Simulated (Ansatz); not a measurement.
Species: C2H9OSi2, charge 0, multiplicity 2. It need not be the lowest isomer of its formula. 
Coordinates optimised at B3LYP-D3(BJ)/def2-TZVP (Ansatz, an electronic-structure program):
SMILES: O([Si](C)C)[SiH3]
```xyz
14

Si    -0.8791    -0.0399    -0.4962
C     -1.6612     1.6453    -0.7662
C     -1.6974    -0.9460     0.9358
O      0.7127     0.2178    -0.1289
Si     2.1467    -0.4351     0.3113
H     -2.7221     1.5477    -1.0039
H     -1.1749     2.1815    -1.5819
H     -1.5648     2.2468     0.1437
H     -1.2345    -1.9178     1.1137
H     -1.6068    -0.3524     1.8517
H     -2.7584    -1.1073     0.7356
H      2.6902    -1.2736    -0.7829
H      1.9835    -1.2771     1.5214
H      3.0918     0.6639     0.6053
```
Charge 0, spin multiplicity 2.

Wanted: atomisation energy (electronic, to ground-state atoms), in eV. Valence correlation only, unless marked. Open shells are spin-unrestricted. No spin-orbit coupling. Non-relativistic unless marked X2C. The coupled-cluster limit lacks core correlation, which all-electron functionals hold. Basis-set limits of correlation are two-point, X^-3; Hartree-Fock from the larger set.

| level | program | atomisation energy (eV) |
|---|---|---|
| HF/STO-3G | Ansatz | 48.81 |
| PBE0/STO-3G | Ansatz | 62.88 |
| B2GP-PLYP-D3(BJ)/def2-TZVPD | Ansatz + dftd3 | 51.91 |
| MP2/STO-3G | Ansatz | 53.56 |

Question: Estimate the value at CCSD(T)/CBS(cc-pV(T+d)Z,cc-pV(Q+d)Z) as computed with Ansatz.

Answer: 52.59 eV
